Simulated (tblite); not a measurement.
Species: C₂H₁₀NP₃Si₃.
Cartesian coordinates in Å at the GFN2-xTB level; atoms count from 1:
```
atom  x, y, z in Å
C1     2.5909   -0.4070    1.7528
C2     2.2152    0.0973    0.7273
Si3    1.5784    0.8487   -0.8461
P4     0.4674   -0.5845   -2.1848
Si5   -1.1524   -1.3447   -0.8116
N6    -0.4384   -2.0321    0.5983
P7    -2.6221    0.1492   -0.0072
Si8   -1.2991    1.6953    0.9438
P9     0.3325    2.6412   -0.2795
H10    2.9345   -0.8352    2.6511
H11    2.7382    1.3279   -1.6158
H12    1.3133   -1.6455   -1.9337
H13   -1.9359   -2.2625   -1.6623
H14   -1.0327   -2.2879    1.3706
H15    0.3220   -2.6857    0.5039
H16   -2.7714    0.8123   -1.2079
H17   -2.1917    2.7909    1.3388
H18   -0.6786    1.0841    2.1216
H19   -0.3797    2.6475   -1.4668
```

Level: GFN2-xTB in tblite, geometry and Hessian alike; calculated harmonic values, unscaled, isolated species. Errors from tens to a few hundred cm⁻¹ against measured bands are possible. Modes of hydrogen on phosphorus and silicon can be 10 to 20 % off. One conformer, not necessarily the lowest.

Harmonic wavenumbers (cm⁻¹): 31.4, 51.2, 69.6, 75.9, 89.5, 111.0, 128.9, 159.7, 164.1, 222.8, 224.7, 266.8, 280.0, 361.4, 395.3, 400.1, 406.9, 471.5, 485.8, 493.5, 500.2, 528.5, 583.9, 598.6, 604.3, 633.1, 635.5, 646.3, 664.8, 679.1, 680.0, 685.1, 694.0, 724.2, 736.6, 746.3, 749.6, 805.0, 890.4, 1495.4, 2113.6, 2152.9, 2192.5, 2206.9, 2230.2, 2294.6, 2331.4, 2338.6, 3349.4, 3459.0, 3500.7.

A = 699.9, B = 620.7, C = 490.3 MHz; mass 224.933 u (most abundant isotopes); point group C1, symmetry number 1.

**Question.** What is the zero-point energy?

**Answer.** ½Σν̃ = 23670 cm⁻¹ = 283.16 kJ/mol.

**Question.** Give the ideal-gas entropy at 400 K and 1 bar in the rigid-rotor, harmonic-oscillator model (classical rotation).

**Answer.** Translation 182.51, rotation 136.26, vibration 293.28: S = 612.0 J/(mol K).

**Question.** And Cp and H(400 K) − H(0)?

**Answer.** Cp = 287.77 J/(mol K), of which vibrations give 254.51 (their classical limit is 51 R = 424.0); H(400 K) − H(0) = 71.74 kJ/mol without the zero-point energy, 58.44 from vibrations.

**Question.** What must be added to the electronic energy to get the Gibbs energy at 400 K and 1 bar?

**Answer.** ZPE + [H(400 K) − H(0)] − T·S = 283.16 + 71.74 − 244.82 = 110.08 kJ/mol.

**Question.** Blend soft modes into free rotors: weight 1/[1 + (100 cm⁻¹/ν̃)⁴] for the oscillator and the rest for a rotor with moment μB/(μ + B), μ = h/(8π²ν), B = 10⁻⁴⁴ kg m². What vibrational entropy results?

**Answer.** 266.08 J/(mol K) in place of 293.28, which changes −T·S at 400 K by +10.88 kJ/mol.

**Question.** How do the functions run with temperature in this model?

**Answer.** 
| T (K) | S (J/(mol K)) | Cp (J/(mol K)) | H − H(0) (kJ/mol) | G − H(0) (kJ/mol) | ln q(vib) |
| --- | --- | --- | --- | --- | --- |
| 50 | 278.0 | 76.4 | 2.58 | -11.32 | 1.21 |
| 100 | 343.2 | 114.9 | 7.39 | -26.93 | 3.60 |
| 298.15 | 533.1 | 248.4 | 44.29 | -114.66 | 13.09 |
| 373.15 | 592.3 | 279.0 | 64.13 | -156.91 | 16.51 |
| 500 | 679.2 | 313.9 | 101.89 | -237.72 | 21.95 |
| 750 | 815.2 | 356.2 | 186.10 | -425.31 | 31.35 |
| 1000 | 921.7 | 383.4 | 278.76 | -642.89 | 39.32 |

q(vib) and H(0) count from the zero-point level.

Hindered rotation and anharmonicity are outside this model. Other conformers, if any are populated, would add a mixing term that is left out. The structure is chiral; the term R ln 2 for an equal mix with its mirror image is left out.
